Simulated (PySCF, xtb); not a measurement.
Al(GeH3)(H)(OH) (AlGeH₅O), SMILES [OH][AlH][GeH3].

GFN2-xTB run with xtb at its own geometry gives an orbital gap of 4.31 eV and a dipole moment of 2.26 D.

Geometry: B3LYP-D3(BJ)/def2-SVP. One conformer was computed; it need not be the lowest.

### Question
What does ωB97X/def2-TZVPD in PySCF give? (Estimate from the structure and the level; the computed values follow.)

### Answer
gap 10.38 eV (levels -9.89 and 0.49 eV), dipole 1.50 D.
